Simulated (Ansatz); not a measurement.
Program: Ansatz 0.2.0.

CH₃Cl₃O₂W, SMILES `C[O][W](=[O])([Cl])([Cl])[Cl]` at its PBE0-D4/def2-TZVP geometry, where that method's forces vanish. Total charge 0; spin multiplicity 1. W takes the def2 core potential.

```
atom   x (Å)   y (Å)   z (Å)
  C1  -1.367  -0.350  -1.020
  O2  -0.786  -0.028   0.212
  W3   0.887   0.285   0.928
  O4   0.495   0.601   2.525
 Cl5   3.175   0.510   0.982
 Cl6   1.268  -1.975   0.660
 Cl7   0.874   2.254  -0.276
  H8  -2.447  -0.423  -0.890
  H9  -1.132   0.433  -1.748
 H10  -0.968  -1.306  -1.373
```

(1) For each bond, give half the difference of the two atoms' forces along it (eV/Å; positive pushes the atoms apart) under PBE-D4, r2SCAN-D4, B3LYP-D4, ωB97M-V in def2-TZVPP. (Estimate.)

Answers

(1) The calculation gave: 
```csv
bond,length (Å),PBE-D4,r2SCAN-D4,B3LYP-D4,ωB97M-V
C1–O2,1.399,-0.04,0.12,0.17,0.49
C1–H8,1.090,0.08,-0.06,-0.11,-0.12
C1–H9,1.095,0.11,-0.05,-0.08,-0.14
C1–H10,1.095,0.11,-0.05,-0.08,-0.14
O2–W3,1.846,0.40,0.18,0.11,-0.31
W3–O4,1.675,1.17,0.57,0.36,-0.59
W3–Cl5,2.300,-0.17,-0.06,0.17,0.26
W3–Cl6,2.307,0.01,0.01,0.18,0.15
W3–Cl7,2.308,0.01,0.01,0.18,0.15
```

B3LYP here is the variant with VWN-RPA as its local correlation; programs differ in this.
